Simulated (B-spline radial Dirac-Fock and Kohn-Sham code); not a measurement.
# Satellites and hypersatellites of the K lines of Yb

System: the free ytterbium atom, configuration 1s2 2s2 2p6 3s2 3p6 3d10 4s2 4p6 4d10 4f12 5s2 5p6 5d2 6s2 (not the ground configuration).

The computed values come from an atomic code on a B-spline grid: relaxed Dirac-Fock hole states (ΔSCF) with Breit and QED corrections and a finite nucleus. Each two-hole energy is an average over J within one jj subconfiguration, not an observable level; in light atoms, where LS coupling holds, the j-resolved values are not observed lines, and for a K spectator the Kα1 hypersatellite is nearly forbidden. No correlation.

Lines without a spectator: Kα2 (K-L2) 51348.6 eV, Kα1 (K-L3) 52383.6 eV, Kβ3 (K-M2) 59147.3 eV, Kβ1 (K-M3) 59370.1 eV. Shifts in eV with one spectator hole (a dash: not computed, or left out as unreliable):

| spectator hole | Kα2 | Kα1 | Kβ3 | Kβ1 |
| --- | --- | --- | --- | --- |
| K (1s) | +903.8 | +964.2 | +1167.6 | +1181.5 |
| L2 (2p1/2) | +112.8 | +149.9 | – | +291.0 |
| L3 (2p3/2) | +89.6 | +96.5 | +226.4 | – |
| M2 (3p1/2) | – | +22.97 | +45.5 | +53.9 |
| M3 (3p3/2) | +13.31 | – | +40.0 | +40.3 |
| M4 (3d3/2) | +4.43 | +1.02 | – | – |
| M5 (3d5/2) | -0.64 | +3.02 | – | – |
